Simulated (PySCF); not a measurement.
# Electron correlation in Be (beryllium, neutral)

[He] 2s1 3d1, high-spin 3D determinant (an excited configuration). Computed with PySCF 2.14 in aug-cc-pVTZ-DK (5s4p3d2f, 46 functions), with the spin-free X2C one-electron Hamiltonian (Gaussian nucleus). Frozen: 1s2; 2 electrons correlated.

Total MP2 correlation energy: -3.59 mhartree.

Same-spin part -3.59 and opposite-spin part 0.00 mhartree; SCS-MP2 scales them by 1/3 and 6/5 to -1.20 mhartree.
